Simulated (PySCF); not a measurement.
Cartesian coordinates (Å):
SMILES: N[SiH2]N
```xyz
9

N     -1.4150    -0.4547    -0.3060
Si    -0.0694     0.5663    -0.0141
N      1.4810    -0.0843     0.3194
H     -1.5529    -0.9182    -1.1882
H     -1.9041    -0.9206     0.4395
H     -0.4285     1.3597     1.1792
H      0.0950     1.3632    -1.2472
H      1.7213    -0.4569     1.2225
H      2.0726    -0.4546    -0.4052
```
Charge 0, spin multiplicity 1.

Q: What is the computed total energy, S1 oscillator strength and HOMO–LUMO gap (CAM-B3LYP-D3(BJ)/def2-TZVP (PySCF))?

A: 
```json
{
  "total_energy": "-402.6838 Ha",
  "S1 oscillator strength": "0.052",
  "HOMO–LUMO gap": "10.00 eV"
}
```
